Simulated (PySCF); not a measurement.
Species: C4H10FNSi2.
Atom-mapped SMILES: `[CH2:1]=[CH:2][Si@@H:3]1[CH2:4][CH2:5][Si@H:6]([F:7])[NH:8]1` (hydrogens: H9, H10 on C1; H11 on C2; H12 on Si3; H13, H14 on C4; H15, H16 on C5; H17 on Si6; H18 on N8)

Geometry (PBE0-D3(BJ)/def2-SVP, Å), atoms numbered from 1 in this order:
```
atom  x, y, z in Å
C1     2.092   -0.126   -1.243
C2     1.953   -0.373    0.066
Si3    0.494    0.258    1.049
C4    -0.847   -1.056    1.306
C5    -1.776   -1.024    0.075
Si6   -1.894    0.740   -0.561
F7    -1.847    0.751   -2.194
N8    -0.456    1.402    0.121
H9     1.359    0.481   -1.787
H10    2.933   -0.516   -1.828
H11    2.716   -0.989    0.563
H12    0.982    0.844    2.337
H13   -1.407   -0.780    2.216
H14   -0.434   -2.061    1.485
H15   -1.330   -1.600   -0.755
H16   -2.757   -1.483    0.276
H17   -3.126    1.513   -0.239
H18   -0.145    2.350   -0.055
```

All values: PBE0/def2-SVPD (PySCF, non-relativistic), on one gas-phase PBE0-D3(BJ)/def2-SVP geometry that isn't relaxed in the solvent. The solvent is an IEF-PCM continuum (cavity from Bondi-type radii × 1.2). Specific hydrogen bonds and non-electrostatic terms are outside this model.

Gas phase at PBE0/def2-SVPD: HOMO -7.64 eV, LUMO -0.51 eV, dipole 1.59 D.

Question: What does the continuum do to the energy, the frontier levels and the dipole at PBE0/def2-SVPD in cyclohexane?

Answer: 
| solvent | ε | E(solvent) − E(gas) (kcal/mol) | polarisation term (kcal/mol) | distortion of the solute (kcal/mol) | HOMO (eV) | LUMO (eV) | dipole (D) |
| --- | --- | --- | --- | --- | --- | --- | --- |
| cyclohexane | 2.017 | -1.68 | -1.74 | 0.06 | -7.56 | -0.44 | 1.74 |

The first energy column is the sum of the next two and covers electrostatics alone.

Question: Which radius a makes the point-dipole formula ΔE = −[(ε − 1)/(2ε + 1)]·μ²/a³ give the value in cyclohexane, with the gas-phase dipole?

Answer: μ = 0.625 au and |ΔE| = 0.00267 Eh give a = 1.64 Å; the farthest nucleus lies 3.67 Å from the centroid of the nuclei, so such a sphere wouldn't even hold the nuclei. The formula assumes a rigid point dipole at the centre of a sphere.

Question: Give the dipole vector in the frame of the coordinates (D, pointing from negative to positive charge), gas and cyclohexane.

Answer: Gas (0.65, -0.40, 1.39), solvent (0.69, -0.45, 1.54). Its length changes by +10 % and its direction by less than 1°.

Question: How does the static polarisability (PBE0/def2-SVPD, frozen core, with the continuum's full static response) change?

Answer: 
| medium | isotropic (au) | principal values (au) | ⟨r²⟩ of the electrons (bohr²) |
| --- | --- | --- | --- |
| gas | 100.6 | 88.5, 103.9, 109.4 | 1377.0 |
| cyclohexane | 113.3 | 99.8, 118.1, 122.1 | 1376.9 |

The isotropic value in cyclohexane is 1.13 times the gas-phase one; no cavity-field correction is applied. ⟨r²⟩ is taken about the centre of nuclear charge.

On an INTEL XEON PLATINUM 8581C at 2.30 GHz with one thread, no GPU, shared host, this took 41 s wall and 1.1 GiB of memory at its peak. This is the whole response run at PBE0/def2-SVPD in cyclohexane, SCF included.
